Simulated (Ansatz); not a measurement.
Basis sets compared for Tl2I⁺. The state is a singlet with charge 1. Geometry PBE0-D4/def2-SVP. Ansatz on 4 threads of Intel Xeon on a shared host; times are rough, and most runs start from earlier orbitals.

```xyz
3

Tl    1.965   -1.586   -1.560
Tl   -1.806    1.232    2.008
I    -0.160    0.354   -0.448
```

In the def2 sets I, Tl take a core potential; there is no spin–orbit coupling. The structure comes from a short search, and lower isomers may exist.

```tsv
level	functions	energy (Eh)	HOMO (eV)	LUMO (eV)	wall time
PBE-D4/def2-SVP	78	-642.7085	-9.95	-6.44	1.7 s
PBE0-D4/def2-SVP	78	-642.6606	-10.96	-5.73	3.1 s
```

(1) Estimate the rows for PBE-D4/def2-TZVP, PBE0-D4/def2-TZVP.

## Answers

(1) 
```tsv
level	functions	energy (Eh)	HOMO (eV)	LUMO (eV)	wall time
PBE-D4/def2-TZVP	150	-642.7281	-9.99	-6.46	3 s
PBE0-D4/def2-TZVP	150	-642.6765	-10.99	-5.74	5.5 s
```
